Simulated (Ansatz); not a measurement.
`CN(C)[Si](F)(F)F` at its PBE0-D4/def2-TZVP geometry, where that method's forces vanish. The species carries charge 0 and has multiplicity 1.

```xyz
13

C    -1.3244   -0.2175   -0.6343
N    -0.0314   -0.1127    0.0071
C    -0.0376   -0.4490    1.4146
Si    1.2818    0.6092   -0.7363
F     2.6242    0.0703   -0.1091
F     1.3638    2.1832   -0.6117
F     1.2588    0.3139   -2.2849
H    -1.2481    0.0109   -1.6982
H    -1.7148   -1.2371   -0.5384
H    -2.0547    0.4684   -0.1871
H    -0.3975   -1.4741    1.5589
H    -0.6886    0.2226    1.9882
H     0.9685   -0.3879    1.8314
```

Problem. What forces (eV/Å) does r2SCAN-D4/def2-TZVPP give on these atoms in the Gaussian-basis code of Ansatz? (Best estimate.)

Solution. Ansatz gave: 
```
C1  -0.195 -0.016 -0.102
N2   0.184  0.031 -0.112
C3   0.004 -0.051  0.215
Si4 -0.010 -0.010  0.005
F5   0.057 -0.027  0.037
F6   0.005  0.084  0.006
F7  -0.011 -0.015 -0.071
H8   0.005  0.000  0.017
H9  -0.003  0.002  0.005
H10 -0.007 -0.002  0.006
H11 -0.005  0.002  0.001
H12 -0.009 -0.002  0.004
H13 -0.013  0.003 -0.011
```
